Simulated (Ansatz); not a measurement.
The same ligand exchange along the group C, Si, Ge.

Isolated molecules relaxed with PBE0-D4/def2-TZVP in Ansatz; ΔE leaves out vibrations. CBS: MP2 limit from def2 TZ/QZ plus the TZ coupled-cluster correction, frozen cores. This one scheme is used for every species. DFT in def2-TZVPP. For Ge outer-core shells are correlated without core-valence functions, which leaves a few kJ/mol of doubt a bond. Scalar relativity is left out up to krypton. One conformer a species, not always the lowest.

| reaction | ωB97X-V (kcal/mol) |
| --- | --- |
| `OC(F)(Cl)Cl` + HCl → `FC(Cl)(Cl)Cl` + H₂O | 10.9 |
| `O[Si](F)(Cl)Cl` + HCl → `F[Si](Cl)(Cl)Cl` + H₂O | 4.7 |
| `[OH][Ge]([F])([Cl])[Cl]` + HCl → `[F][Ge]([Cl])([Cl])[Cl]` + H₂O | -5.8 |

Task: Give the CCSD(T)/CBS values in the same order. (Best estimate.)

Result: Computed: 8.2, 4.0, -6.4 kcal/mol.

Largest T1 diagnostic: 0.011, for `OC(F)(Cl)Cl`.
